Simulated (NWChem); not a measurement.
System: SiH$_{3}$Cl; SMILES [SiH3]Cl

NWChem input:

```
start job
memory heap 200 mb stack 900 mb global 1100 mb
geometry units angstroms noautoz
  Si     0.000000     0.000000    -0.958007
  Cl     0.000000     0.000000     1.122292
  H     -0.792593    -1.176561    -1.447511
  H      1.415228    -0.098125    -1.447511
  H     -0.622635     1.274686    -1.447511
end
basis spherical
  * library 6-31g*
end
dft
  xc b3lyp
  iterations 200
  vectors input hcore
end
task dft gradient
```

NWChem printed, in part:

```
             Northwest Computational Chemistry Package (NWChem) 7.3.0
             --------------------------------------------------------

 C3V symmetry detected

                             Geometry "geometry" -> ""
                             -------------------------

 Output coordinates in angstroms (scale by  1.889725989 to convert to a.u.)

  No.       Tag          Charge          X              Y              Z
 ---- ---------------- ---------- -------------- -------------- --------------
    1 Si                  14.0000     0.00000000     0.00000000    -0.99695797
    2 Cl                  17.0000     0.00000000     0.00000000     1.08334103
    3 H                    1.0000     1.00311988     1.00311988    -1.48646197
    4 H                    1.0000    -1.37028724     0.36716736    -1.48646197
    5 H                    1.0000     0.36716736    -1.37028724    -1.48646197

 Effective nuclear repulsion energy (a.u.)      85.1915776745

      Symmetry information
      --------------------

 Group name             C3v
 Group number             17
 Group order               6
 No. of unique centers     3

                                 NWChem DFT Module
                                 -----------------

 Summary of "ao basis" -> "ao basis" (spherical)
 ------------------------------------------------------------------------------
       Tag                 Description            Shells   Functions and Types
 ---------------- ------------------------------  ------  ---------------------
 Si                          6-31g*                  8       18   4s3p1d
 Cl                          6-31g*                  8       18   4s3p1d
 H                           6-31g*                  2        2   2s

      Symmetry analysis of basis
      --------------------------

        a1         18
        a2          0
        e          24

  Rotation of axis

            General Information
            -------------------
          SCF calculation type: DFT
          Wavefunction type:  closed shell.
          No. of atoms     :     5
          No. of electrons :    34
           Alpha electrons :    17
            Beta electrons :    17
          Charge           :     0
          Spin multiplicity:     1
          Use of symmetry is: on ; symmetry adaption is: on
          Maximum number of iterations: 200
          AO basis - number of functions:    42
                     number of shells:    22
          Convergence on energy requested:  1.00D-06
          Convergence on density requested:  1.00D-05
          Convergence on gradient requested:  5.00D-04

              XC Information
              --------------
                         B3LYP Method XC Potential
                     Hartree-Fock (Exact) Exchange  0.200
                        Slater Exchange Functional  0.800 local
                    Becke 1988 Exchange Functional  0.720 non-local
              Lee-Yang-Parr Correlation Functional  0.810
                  VWN I RPA Correlation Functional  0.190 local

             Grid Information
             ----------------
          Grid used for XC integration:  medium
          Radial quadrature: Mura-Knowles
          Angular quadrature: Lebedev.
          Tag              B.-S. Rad. Rad. Pts. Rad. Cut. Ang. Pts.
          ---              ---------- --------- --------- ---------
          Si                  1.10       88           8.0       590
          Cl                  1.00       88           8.0       590
          H                   0.35       45           8.0       434
          Grid pruning is: on
          Number of quadrature shells:   221
          Spatial weights used:  Erf1

      Non-variational initial energy
      ------------------------------

 Total energy =      85.191578
 1-e energy   =       0.000000
 2-e energy   =       0.000000
 HOMO         =     -13.908646
 LUMO         =     -13.891809

      Symmetry analysis of molecular orbitals - initial
      -------------------------------------------------

  Numbering of irreducible representations:

     1 a1          2 a2          3 e

  Orbital symmetries:

     1 a1          2 a1          3 a1          4 e           5 e
     6 a1          7 a1          8 e           9 e          10 a1
    11 a1         12 e          13 e          14 a1         15 a1
    16 e          17 e          18 a1         19 e          20 e
    21 e          22 e          23 a1         24 e          25 e
    26 e          27 e

   convergence    iter        energy       DeltaE   RMS-Dens  Diis-err
 ---------------- ----- ----------------- --------- --------- ---------
 d= 0,ls=0.0,diis     1   -732.3525522259 -8.18D+02  4.08D-01  2.64D+01
 d= 0,ls=0.0,diis     2   -731.9471673475  4.05D-01  3.28D-01  2.54D+01
 d= 0,ls=0.0,diis     3   -750.9663890595 -1.90D+01  6.49D-02  2.34D+00
 d= 0,ls=0.0,diis     4   -751.4923147105 -5.26D-01  1.61D-02  1.93D-01
 d= 0,ls=0.0,diis     5   -751.5100429800 -1.77D-02  5.65D-03  9.41D-02
  Resetting Diis
 d= 0,ls=0.0,diis     6   -751.5249003502 -1.49D-02  1.62D-03  3.99D-03
 d= 0,ls=0.0,diis     7   -751.5256819501 -7.82D-04  2.93D-04  3.23D-05
 d= 0,ls=0.0,diis     8   -751.5256806482  1.30D-06  1.53D-04  4.19D-05
 d= 0,ls=0.0,diis     9   -751.5256875925 -6.94D-06  3.86D-06  2.32D-08
 d= 0,ls=0.0,diis    10   -751.5256875958 -3.26D-09  1.11D-06  2.91D-09

         Total DFT energy =     -751.525687595774
      One electron energy =    -1207.927329998160
           Coulomb energy =      421.543157577550
    Exchange-Corr. energy =      -50.333092849688
 Nuclear repulsion energy =       85.191577674524

 Numeric. integr. density =       33.999995340871

                  Occupations of the irreducible representations
                  ----------------------------------------------

                     irrep           alpha         beta
                     --------     --------     --------
                     a1                9.0          9.0
                     a2                0.0          0.0
                     e                 8.0          8.0

                       DFT Final Molecular Orbital Analysis
                       ------------------------------------

 Vector   15  Occ=2.000000D+00  E=-3.869712D-01  Symmetry=e
              MO Center= -1.2D-01,  3.2D-01, -7.8D-01, r^2= 2.8D+00
   Bfn.  Coefficient  Atom+Function         Bfn.  Coefficient  Atom+Function
  ----- ------------  ---------------      ----- ------------  ---------------
     7      0.387433  1 Si px                25      0.307445  2 Cl px
    39     -0.209458  4 H  s                 40     -0.205137  4 H  s
    37      0.199605  3 H  s                 38      0.195486  3 H  s
     3     -0.158268  1 Si px                29      0.146076  2 Cl px
    21     -0.121563  2 Cl px                11      0.092447  1 Si px

 Vector   16  Occ=2.000000D+00  E=-3.183997D-01  Symmetry=e
              MO Center=  6.5D-02,  1.2D-01,  4.6D-01, r^2= 2.7D+00
   Bfn.  Coefficient  Atom+Function         Bfn.  Coefficient  Atom+Function
  ----- ------------  ---------------      ----- ------------  ---------------
    25      0.517384  2 Cl px                26      0.383498  2 Cl py
    29      0.291735  2 Cl px                38     -0.223222  3 H  s
    30      0.216241  2 Cl py                21     -0.202291  2 Cl px
    37     -0.156084  3 H  s                 22     -0.149943  2 Cl py
    40      0.140341  4 H  s                  7     -0.121347  1 Si px

 Vector   17  Occ=2.000000D+00  E=-3.183997D-01  Symmetry=e
              MO Center= -6.5D-02, -1.2D-01,  4.6D-01, r^2= 2.7D+00
   Bfn.  Coefficient  Atom+Function         Bfn.  Coefficient  Atom+Function
  ----- ------------  ---------------      ----- ------------  ---------------
    26      0.517384  2 Cl py                25     -0.383498  2 Cl px
    30      0.291735  2 Cl py                29     -0.216241  2 Cl px
    42      0.209903  5 H  s                 22     -0.202291  2 Cl py
    40     -0.176728  4 H  s                 21      0.149943  2 Cl px
    41      0.146772  5 H  s                 39     -0.123575  4 H  s

 Vector   18  Occ=0.000000D+00  E=-1.341911D-02  Symmetry=a1
              MO Center= -5.1D-18, -3.0D-17, -9.5D-01, r^2= 4.3D+00
   Bfn.  Coefficient  Atom+Function         Bfn.  Coefficient  Atom+Function
  ----- ------------  ---------------      ----- ------------  ---------------
    13      1.112997  1 Si pz                28     -0.771632  2 Cl s
    31      0.566636  2 Cl pz                10      0.435219  1 Si s
     9      0.419688  1 Si pz                27      0.315083  2 Cl pz
     6      0.250556  1 Si s                 24     -0.182641  2 Cl s
     5     -0.146744  1 Si pz                23     -0.118635  2 Cl pz

 Vector   19  Occ=0.000000D+00  E= 5.538908D-02  Symmetry=e
              MO Center= -4.9D-02,  3.2D-01, -8.8D-01, r^2= 3.9D+00
   Bfn.  Coefficient  Atom+Function         Bfn.  Coefficient  Atom+Function
  ----- ------------  ---------------      ----- ------------  ---------------
    12      1.314988  1 Si py                42      1.126145  5 H  s
    40     -0.616342  4 H  s                 38     -0.509803  3 H  s
    11     -0.430475  1 Si px                 8      0.391957  1 Si py
    30     -0.285154  2 Cl py                26     -0.173380  2 Cl py
    41      0.144777  5 H  s                  7     -0.128311  1 Si px

 Vector   20  Occ=0.000000D+00  E= 5.538908D-02  Symmetry=e
              MO Center=  4.9D-02, -3.2D-01, -8.8D-01, r^2= 3.9D+00
   Bfn.  Coefficient  Atom+Function         Bfn.  Coefficient  Atom+Function
  ----- ------------  ---------------      ----- ------------  ---------------
    11      1.314988  1 Si px                38     -1.006025  3 H  s
    40      0.944515  4 H  s                 12      0.430475  1 Si py
     7      0.391957  1 Si px                29     -0.285154  2 Cl px
    25     -0.173380  2 Cl px                37     -0.129335  3 H  s
     8      0.128311  1 Si py                14     -0.126487  1 Si d -2

     Multipole analysis of the density
     ---------------------------------

     L   x y z        total         alpha         beta         nuclear
     -   - - -        -----         -----         ----         -------
     0   0 0 0     -0.000000    -17.000000    -17.000000     34.000000

     1   1 0 0      0.000000     -0.000000     -0.000000      0.000000
     1   0 1 0     -0.000000     -0.000000     -0.000000      0.000000
     1   0 0 1     -0.673291     -0.336646     -0.336646      0.000000

     2   2 0 0    -20.673158    -15.726652    -15.726652     10.780145
     2   1 1 0     -0.000000     -0.000000     -0.000000      0.000000
     2   1 0 1      0.000000      0.000000      0.000000     -0.000000
     2   0 2 0    -20.673158    -15.726652    -15.726652     10.780145
     2   0 1 1      0.000000      0.000000      0.000000     -0.000000
     2   0 0 2    -20.297000    -82.454219    -82.454219    144.611437

            General Information
            -------------------
          SCF calculation type: DFT
          Wavefunction type:  closed shell.
          No. of atoms     :     5
          No. of electrons :    34
           Alpha electrons :    17
            Beta electrons :    17
          Charge           :     0
          Spin multiplicity:     1
          Use of symmetry is: on ; symmetry adaption is: on
          Maximum number of iterations: 200
          AO basis - number of functions:    42
                     number of shells:    22
          Convergence on energy requested:  1.00D-06
          Convergence on density requested:  1.00D-05
          Convergence on gradient requested:  5.00D-04

              XC Information
              --------------
                         B3LYP Method XC Potential
                     Hartree-Fock (Exact) Exchange  0.200
                        Slater Exchange Functional  0.800 local
                    Becke 1988 Exchange Functional  0.720 non-local
              Lee-Yang-Parr Correlation Functional  0.810
                  VWN I RPA Correlation Functional  0.190 local

             Grid Information
             ----------------
          Grid used for XC integration:  medium
          Radial quadrature: Mura-Knowles
          Angular quadrature: Lebedev.
          Tag              B.-S. Rad. Rad. Pts. Rad. Cut. Ang. Pts.
          ---              ---------- --------- --------- ---------
          Si                  1.10       88           8.0       590
          Cl                  1.00       88           8.0       590
          H                   0.35       45           8.0       434
          Grid pruning is: on
          Number of quadrature shells:   221
          Spatial weights used:  Erf1

          Convergence Information
          -----------------------
          Convergence aids based upon iterative change in
          total energy or number of iterations.
          Levelshifting, if invoked, occurs when the
          HOMO/LUMO gap drops below (HL_TOL):  1.00D-02
          DIIS, if invoked, will attempt to extrapolate
          using up to (NFOCK): 10 stored Fock matrices.

                    Damping( 0%)  Levelshifting(0.5)       DIIS
                  --------------- ------------------- ---------------
          dE  on:    start            ASAP                start
          dE off:    2 iters        200 iters           200 iters

                            NWChem DFT Gradient Module
                            --------------------------

  charge          =   0.00
  wavefunction    = closed shell

  Rotation of axis
  Using symmetry

                         DFT ENERGY GRADIENTS

    atom               coordinates                        gradient
                 x          y          z           x          y          z
   1 Si      0.000000   0.000000  -1.883977    0.000000   0.000000   0.006812
   2 Cl      0.000000   0.000000   2.047218    0.000000   0.000000   0.001331
   3 H       1.895622   1.895622  -2.809006    0.004300   0.004300  -0.002715
   4 H      -2.589467   0.693846  -2.809006   -0.005873   0.001574  -0.002715
   5 H       0.693846  -2.589467  -2.809006    0.001574  -0.005873  -0.002715
```

Level: B3LYP/6-31G* (spherical d). Geometry: optimised at PBE-D3(BJ)/def2-SVP. B3LYP is NWChem's, with the RPA form of VWN correlation.
